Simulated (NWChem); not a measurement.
# PbNH3, singlet; SMILES [NH2][PbH]

Program: NWChem. Low-valent species are run as closed-shell singlets; no triplet was tried in these runs. Structure relaxed at the PBE0/def2-SVP level. def2 effective core potentials on Pb; no spin-orbit coupling. Level B3LYP/def2-SVP: energy and gradient on several grids; changes count from the extra-fine grid, which is no exact limit either.

```
grid     size of the energy change (μHa)  largest change of a gradient component (μHa/bohr)
-------  -------------------------------  -------------------------------------------------
xcoarse                               40                                              10000
coarse                               200                                                500
medium                                20                                                 70
fine                                < 10                                               < 30
xfine                               < 10                                               < 30
```
